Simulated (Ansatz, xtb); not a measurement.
# Two isomers of C4H4BFO

We compare I, `Bc1cocc1F`, a singlet, with II, `Bc1ccc(F)o1`, a singlet. Both are isolated molecules in the gas phase, relaxed with PBE-D3(BJ)/def2-SVP; the shapes shown needn't be the lowest conformers.

I (Å):

```csv
atom,x (Å),y (Å),z (Å)
C,-0.4761,-1.6324,0.2590
C,-1.0570,-2.4068,-0.7435
C,-2.7220,-1.2100,0.0584
C,-1.5961,-0.8629,0.7602
B,0.9926,-1.6406,0.6784
F,-1.5286,0.0317,1.7423
O,-2.3748,-2.1677,-0.8707
H,1.3939,-0.9201,1.5703
H,1.7681,-2.3833,0.1056
H,-0.6340,-3.1545,-1.4246
H,-3.7696,-0.9000,0.0864
```

II (Å):

```xyz
11

C    -0.2723   -1.5420    0.1942
C    -1.2771   -2.1146   -0.5960
C    -2.5405   -1.7936   -0.0394
C    -2.2245   -1.0321    1.0747
B     1.2341   -1.5400    0.1035
F    -3.0053   -0.4661    1.9660
O    -0.9238   -0.8611    1.2486
H     1.7457   -2.1401   -0.8219
H     1.9119   -0.9592    0.9262
H    -1.0874   -2.7113   -1.4964
H    -3.5436   -2.0652   -0.3814
```

Q: Estimate E(II) − E(I) at the level CCSD(T)/def2-SVP + ΔMP2/def2-TZVPP.

A: Calculated at CCSD(T)/def2-SVP + ΔMP2/def2-TZVPP: E(II) − E(I) = −28.7 kJ/mol, so structure II lies lower.

Level by level:

```csv
level,geometry,E(II) − E(I) (kJ/mol),departure from the last row (kJ/mol),"job, with rough time for the two"
GFN2-xTB,GFN2-xTB,−17.1,+11.6,"optimisation, 0.47 s"
HF/STO-3G,GFN2-xTB,−26.6,+2.1,"single point, 2.5 s"
r2SCAN-D4/def2-SVP,GFN2-xTB,−35.9,−7.2,"single point, 15 s"
PBE-D3(BJ)/def2-SVP,PBE-D3(BJ)/def2-SVP,−35.9,−7.2,"optimisation, 90 s"
HF/def2-SVP,PBE-D3(BJ)/def2-SVP,−25.9,+2.8,part of the CCSD(T) run
MP2/def2-SVP,PBE-D3(BJ)/def2-SVP,−30.3,−1.6,part of the CCSD(T) run
CCSD(T)/def2-SVP,PBE-D3(BJ)/def2-SVP,−26.7,+2.0,single point
CCSD(T)/def2-SVP + ΔMP2/def2-TZVPP,PBE-D3(BJ)/def2-SVP,−28.7,,"single point, 2.5 min"
```

As drawn, both hold the same kinds of bond in the same numbers.

The levels shown agree on the order. The largest departure from CCSD(T)/def2-SVP + ΔMP2/def2-TZVPP is that of GFN2-xTB, 11.6 kJ/mol. The last row adds to CCSD(T) the change of the MP2 difference between the two basis sets, here −2.0 kJ/mol.

With thermal terms from frequencies at re-optimised GFN2-xTB minima (ideal gas, soft modes damped towards free rotors, one conformer each, 298.15 K, 1 atm): on the last row, ΔE + ΔZPE = −27.9, ΔH = −28.2, ΔG = −27.4 kJ/mol.

The correlated steps freeze 7 core orbitals. Codes used: Ansatz 0.2.0, xtb 6.7.1; the last row on 2 threads of Intel(R) Xeon(R) Processor @ 2.50GHz (Skylake/Cascade Lake) on a shared host.
